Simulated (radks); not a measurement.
All-electron atom: Sc II in [Ar] 3d1.5 4s0.5 (fractional occupations, a model configuration).

All-electron calculation, non-relativistic Kohn-Sham, SCAN, spin-polarised, spherical densities, point nucleus; open shells are filled with parallel spins first; meta-GGA in the generalised Kohn-Sham scheme. Program: a radial shooting solver on a logarithmic mesh with Libxc functionals.

Energy parts (hartree):
total: -760.42916
kinetic: 759.72949
electron-nucleus: -1796.50556
Hartree: 315.26325
exchange-correlation: -38.91634

Orbitals (lengths in bohr, moments of r in powers of bohr; <r^-3> diverges for s and p1/2; r(max) is where P^2 peaks):
| orbital | occ. | eigenvalue (hartree) | <r^4> | <r^-3> | r(max) | <r^2> |
|---|---|---|---|---|---|---|
| 1s down | 1 | -161.4972 | 0.0001360 | - | 0.04837 | 0.007277 |
| 1s up | 1 | -161.4972 | 0.0001360 | - | 0.04837 | 0.007277 |
| 2s up | 1 | -17.68460 | 0.03507 | - | 0.2854 | 0.1408 |
| 2s down | 1 | -17.66883 | 0.03494 | - | 0.2853 | 0.1406 |
| 2p up | 3 | -14.59021 | 0.02850 | 219.0 | 0.2334 | 0.1173 |
| 2p down | 3 | -14.57838 | 0.02836 | 219.3 | 0.2333 | 0.1170 |
| 3s up | 1 | -2.27185 | 3.023 | - | 0.9350 | 1.363 |
| 3s down | 1 | -2.21501 | 3.024 | - | 0.9342 | 1.365 |
| 3p up | 3 | -1.47281 | 4.779 | 23.38 | 0.9751 | 1.643 |
| 3p down | 3 | -1.41572 | 4.646 | 23.44 | 0.9744 | 1.629 |
| 4s up | 0.5 | -0.34653 | 275.1 | - | 3.003 | 13.40 |
| 3d up | 1.5 | -0.32045 | 50.14 | 1.338 | 1.119 | 4.396 |

The highest occupied level is 3d up at -8.720 eV. Virial ratio -V/T = 2.00092. The spin density at the nucleus is 1.193 e/bohr^3 (1s 0.034, 2s -0.306, 3s 0.054, 4s 1.410), a Fermi contact field of 62.6 T. The density falls to 0.001 e/bohr^3 at r = 4.02 bohr.

Empty levels of this run are not shown, since the potential may be unsettled where no density lies.
